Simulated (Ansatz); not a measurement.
All numbers were calculated with Ansatz.

CH9N3Zr (`[CH3][Zr]([NH2])([NH2])[NH2]`) at its PBE0-D4/def2-TZVP geometry, where that method's forces vanish. The species carries charge 0 and has multiplicity 1. Zr: def2 effective core potential.

| atom | x (Å) | y (Å) | z (Å) |
| --- | --- | --- | --- |
| C1 | 1.086 | -1.058 | 1.285 |
| Zr2 | -0.142 | 0.139 | -0.169 |
| N3 | -1.906 | 0.615 | 0.738 |
| N4 | -0.463 | -1.011 | -1.822 |
| N5 | 0.906 | 1.821 | -0.646 |
| H6 | 2.115 | -1.196 | 0.930 |
| H7 | 0.663 | -2.057 | 1.447 |
| H8 | 1.145 | -0.569 | 2.265 |
| H9 | -1.965 | 1.049 | 1.651 |
| H10 | -2.844 | 0.423 | 0.415 |
| H11 | -0.830 | -1.954 | -1.783 |
| H12 | -0.245 | -0.793 | -2.784 |
| H13 | 1.867 | 1.808 | -0.965 |
| H14 | 0.611 | 2.784 | -0.562 |

(1) For each bond, give half the difference of the two atoms' forces along it (eV/Å; positive pushes the atoms apart) under PBE-D4, r2SCAN-D4, B3LYP-D4, ωB97M-V in def2-TZVPP. (Best estimate.)

Answers

(1) The calculation gave: 
```csv
bond,length (Å),PBE-D4,r2SCAN-D4,B3LYP-D4,ωB97M-V
C1–Zr2,2.248,-0.10,-0.03,0.08,0.02
C1–H6,1.097,0.12,-0.01,-0.06,-0.05
C1–H7,1.097,0.12,-0.01,-0.06,-0.05
C1–H8,1.097,0.12,-0.01,-0.06,-0.05
Zr2–N3,2.039,-0.09,0.03,0.09,0.04
Zr2–N4,2.039,-0.09,0.03,0.09,0.04
Zr2–N5,2.039,-0.09,0.03,0.09,0.04
N3–H9,1.012,0.25,0.01,-0.04,-0.03
N3–H10,1.010,0.23,0.00,-0.05,-0.03
N4–H11,1.012,0.25,0.01,-0.04,-0.03
N4–H12,1.010,0.23,0.00,-0.05,-0.03
N5–H13,1.012,0.25,0.01,-0.04,-0.03
N5–H14,1.010,0.23,0.00,-0.05,-0.03
```

B3LYP here is the variant with VWN-RPA as its local correlation; programs differ in this.
